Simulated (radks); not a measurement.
Results of a calculation; reference values are marked as such.
Spin polarisation of the 5p4 shell in Xe2+. Start: [Kr] 4d10 5s2 5p(up 2, down 2); electrons of 5p are moved from spin down to spin up, other shells keep equal spins. Level of theory: scalar-relativistic Kohn-Sham, SCAN, spin-polarised, spherical densities, finite nucleus; meta-GGA in the generalised Kohn-Sham scheme; Fermi nuclear charge, rms radius of each element as measured or else 0.836 A^(1/3) + 0.57 fm (a radial shooting solver on a logarithmic mesh with Libxc functionals).

moment (Bohr magnetons),E - E(0) (eV),e(5p up) (eV),e(5p down) (eV),5s down minus up (eV),4d down minus up (eV),4p down minus up (eV)
0,0.000,-26.936,-26.936,0.000,0.000,0.000
0.5,-0.069,-27.199,-26.653,0.571,0.074,0.047
1,-0.273,-27.436,-26.355,1.118,0.150,0.094
1.5,-0.611,-27.654,-26.037,1.661,0.228,0.142
2,-1.084,-27.854,-25.695,2.211,0.306,0.190

At moment 2 the spin-polarisation energy is -1.084 eV and the 5p exchange splitting 2.160 eV, that is 1.080 eV per Bohr magneton; E = -I m^2/4 would give I = 1.084 eV.
